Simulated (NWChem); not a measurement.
Program: NWChem. System: H₂BN, charge 1, spin multiplicity 2, at the geometry of a parent with another charge or spin, in a state set for the comparison that need not be this species' ground state. Its SCF solution wasn't tested for a lower state. Level: UHF/def2-TZVP.

Job file:

```
start mol
memory heap 200 mb stack 900 mb global 1100 mb
charge 1
geometry units angstroms nocenter noautoz
  B      0.000000     0.000000    -0.701057
  N      0.000000     0.000000     0.548845
  H      0.000000     0.000000    -1.891011
  H      0.000000     0.000000     1.554379
  symmetry group C2v
end
basis spherical
  * library def2-tzvp
end
scf
  uhf
  nopen 1
  maxiter 100
  thresh 1e-7
  semidirect memsize 60000000 filesize 0
  # guess.movecs holds the orbitals of an unrestricted PBE0 run
  vectors input guess.movecs output mol.movecs
end
task scf energy
```

NWChem printed:

```
             Northwest Computational Chemistry Package (NWChem) 7.3.0
             --------------------------------------------------------

                                NWChem Input Module
                                -------------------

 Scaling coordinates for geometry "geometry" by  1.889725989
 (inverse scale =  0.529177249)

 Turning off AUTOSYM since
 SYMMETRY directive was detected!

                             Geometry "geometry" -> ""
                             -------------------------

 Output coordinates in angstroms (scale by  1.889725989 to convert to a.u.)

  No.       Tag          Charge          X              Y              Z
 ---- ---------------- ---------- -------------- -------------- --------------
    1 B                    5.0000     0.00000000     0.00000000    -0.70105700
    2 N                    7.0000     0.00000000     0.00000000     0.54884500
    3 H                    1.0000     0.00000000     0.00000000    -1.89101100
    4 H                    1.0000     0.00000000     0.00000000     1.55437900

 Effective nuclear repulsion energy (a.u.)      23.5704249663

            Nuclear Dipole moment (a.u.)
            ----------------------------
        X                 Y               Z
 ---------------- ---------------- ----------------
     0.0000000000     0.0000000000    -0.0000037795

      Symmetry information
      --------------------

 Group name             C2v
 Group number             16
 Group order               4
 No. of unique centers     4

      Symmetry unique atoms

     1    2    3    4


 Summary of "ao basis" -> "" (spherical)
 ------------------------------------------------------------------------------
       Tag                 Description            Shells   Functions and Types
 ---------------- ------------------------------  ------  ---------------------
 *                         def2-tzvp                  on all atoms

 Summary of "ao basis" -> "ao basis" (spherical)
 ------------------------------------------------------------------------------
       Tag                 Description            Shells   Functions and Types
 ---------------- ------------------------------  ------  ---------------------
 B                         def2-tzvp                11       31   5s3p2d1f
 N                         def2-tzvp                11       31   5s3p2d1f
 H                         def2-tzvp                 4        6   3s1p

                                 NWChem SCF Module
                                 -----------------

  ao basis        = "ao basis"
  functions       =    74
  atoms           =     4
  alpha electrons =     7
  beta  electrons =     6
  charge          =   1.00
  wavefunction    = UHF
  use symmetry    = T
  symmetry adapt  = T

 Summary of "ao basis" -> "ao basis" (spherical)
 ------------------------------------------------------------------------------
       Tag                 Description            Shells   Functions and Types
 ---------------- ------------------------------  ------  ---------------------
 B                         def2-tzvp                11       31   5s3p2d1f
 N                         def2-tzvp                11       31   5s3p2d1f
 H                         def2-tzvp                 4        6   3s1p

      Symmetry analysis of basis
      --------------------------

        a1         36
        a2          6
        b1         16
        b2         16

 Forming initial guess at       0.0s

   Symmetry analysis of molecular orbitals - initial alpha
[...]
                     UHF Final Beta Molecular Orbital Analysis
                     -----------------------------------------

 Vector    4  Occ=1.000000D+00  E=-1.075327D+00  Symmetry=a1
              MO Center= -6.0D-16, -3.9D-16,  7.2D-01, r^2= 8.7D-01
   Bfn.  Coefficient  Atom+Function         Bfn.  Coefficient  Atom+Function
  ----- ------------  ---------------      ----- ------------  ---------------
    39      0.354666  2 N  pz                42      0.271655  2 N  pz
     3     -0.224225  1 B  s                 70      0.198302  4 H  s
    69      0.163426  4 H  s                  8     -0.150569  1 B  pz

 Vector    5  Occ=1.000000D+00  E=-8.950462D-01  Symmetry=a1
              MO Center=  5.7D-16,  5.3D-16, -1.5D+00, r^2= 8.1D-01
   Bfn.  Coefficient  Atom+Function         Bfn.  Coefficient  Atom+Function
  ----- ------------  ---------------      ----- ------------  ---------------
     8      0.281892  1 B  pz                64     -0.252917  3 H  s
    11      0.236796  1 B  pz                 3     -0.234611  1 B  s
     4     -0.182018  1 B  s                 63     -0.179014  3 H  s

 Vector    6  Occ=1.000000D+00  E=-7.728774D-01  Symmetry=b1
              MO Center= -2.3D-16, -1.3D-16,  3.0D-01, r^2= 1.0D+00
   Bfn.  Coefficient  Atom+Function         Bfn.  Coefficient  Atom+Function
  ----- ------------  ---------------      ----- ------------  ---------------
    37      0.383566  2 N  px                40      0.367203  2 N  px
     6      0.212734  1 B  px                43      0.201811  2 N  px
     9      0.151361  1 B  px

 Vector    7  Occ=0.000000D+00  E=-2.996209D-01  Symmetry=b2
              MO Center=  3.5D-16, -3.0D-14,  3.3D-03, r^2= 1.7D+00
   Bfn.  Coefficient  Atom+Function         Bfn.  Coefficient  Atom+Function
  ----- ------------  ---------------      ----- ------------  ---------------
     7      0.262340  1 B  py                44      0.258048  2 N  py
    38      0.250686  2 N  py                41      0.234314  2 N  py
    10      0.222809  1 B  py                13      0.174674  1 B  py

 Vector    8  Occ=0.000000D+00  E=-1.184524D-01  Symmetry=b1
              MO Center= -6.4D-15, -3.5D-15, -7.6D-01, r^2= 3.2D+00
   Bfn.  Coefficient  Atom+Function         Bfn.  Coefficient  Atom+Function
  ----- ------------  ---------------      ----- ------------  ---------------
    12      0.674219  1 B  px                43     -0.488047  2 N  px
     9      0.413865  1 B  px                 6      0.276915  1 B  px
    37     -0.207951  2 N  px                40     -0.173499  2 N  px

 Vector    9  Occ=0.000000D+00  E=-8.504409D-02  Symmetry=a1
              MO Center=  3.3D-15, -7.1D-16,  3.2D-01, r^2= 6.0D+00
   Bfn.  Coefficient  Atom+Function         Bfn.  Coefficient  Atom+Function
  ----- ------------  ---------------      ----- ------------  ---------------
    36      2.087726  2 N  s                  5     -1.879465  1 B  s
    71     -0.659905  4 H  s                  4     -0.569492  1 B  s
    14     -0.541303  1 B  pz                65      0.536079  3 H  s
    11     -0.422938  1 B  pz                22     -0.174069  1 B  d  0
    64      0.174292  3 H  s                 45     -0.170999  2 N  pz

 center of mass
 --------------
 x =   0.00000000 y =   0.00000000 z =  -0.02600258

 moments of inertia (a.u.)
 ------------------
          55.932898373540           0.000000000000           0.000000000000
           0.000000000000          55.932898373540           0.000000000000
           0.000000000000           0.000000000000           0.000000000000

  Mulliken analysis of the total density
  --------------------------------------

    Atom       Charge   Shell Charges
 -----------   ------   -------------------------------------------------------
    1 B    5     4.66   0.92  1.06  0.58  0.46  0.02  0.82  0.64  0.03  0.06  0.06  0.02
    2 N    7     6.98   0.82  1.16  0.56  0.74  0.09  1.47  1.61  0.50  0.00  0.01  0.00
    3 H    1     0.76   0.23  0.45  0.06  0.01
    4 H    1     0.60   0.23  0.32  0.01  0.04

  Mulliken analysis of the alpha density
  --------------------------------------

    Atom       Charge   Shell Charges
 -----------   ------   -------------------------------------------------------
    1 B    5     2.35   0.46  0.53  0.28  0.22  0.01  0.43  0.33  0.01  0.04  0.03  0.01
    2 N    7     3.99   0.41  0.58  0.29  0.40  0.05  0.93  1.02  0.31  0.00  0.01  0.00
    3 H    1     0.38   0.11  0.22  0.03  0.01
    4 H    1     0.28   0.11  0.15  0.00  0.02

   Mulliken analysis of the beta density
   -------------------------------------

    Atom       Charge   Shell Charges
 -----------   ------   -------------------------------------------------------
    1 B    5     2.31   0.46  0.53  0.29  0.23  0.01  0.40  0.31  0.02  0.03  0.02  0.01
    2 N    7     2.99   0.41  0.58  0.27  0.35  0.04  0.55  0.59  0.19  0.00  0.01  0.00
    3 H    1     0.38   0.12  0.23  0.03  0.01
    4 H    1     0.32   0.12  0.18  0.01  0.02

   Mulliken analysis of the spin density
   -------------------------------------

    Atom       Charge   Shell Charges
 -----------   ------   -------------------------------------------------------
    1 B    5     0.04  -0.00  0.00 -0.01 -0.01 -0.00  0.03  0.02 -0.00  0.01  0.01  0.00
    2 N    7     1.01   0.00 -0.00  0.02  0.05  0.01  0.38  0.43  0.11 -0.00 -0.00 -0.00
    3 H    1    -0.01  -0.00 -0.00 -0.00  0.00
    4 H    1    -0.04  -0.02 -0.03 -0.00  0.00

       Multipole analysis of the density wrt the origin
       ------------------------------------------------

     L   x y z        total         alpha         beta         nuclear
     -   - - -        -----         -----         ----         -------
     0   0 0 0      1.000000     -7.000000     -6.000000     14.000000

     1   1 0 0      0.000000      0.000000      0.000000      0.000000
     1   0 1 0     -0.000000     -0.000000      0.000000      0.000000
     1   0 0 1     -0.143791     -0.483346      0.339559     -0.000004

     2   2 0 0     -7.961651     -4.146111     -3.815540      0.000000
     2   1 1 0      0.000000      0.000000     -0.000000      0.000000
     2   1 0 1      0.000000     -0.000000      0.000000      0.000000
     2   0 2 0     -6.718748     -4.172124     -2.546624      0.000000
     2   0 1 1      0.000000      0.000000     -0.000000      0.000000
     2   0 0 2     -1.224299    -19.965592    -18.962136     37.703429

 Task  times  cpu:        0.7s     wall:        0.7s

 Total times  cpu:        0.7s     wall:        0.7s
```
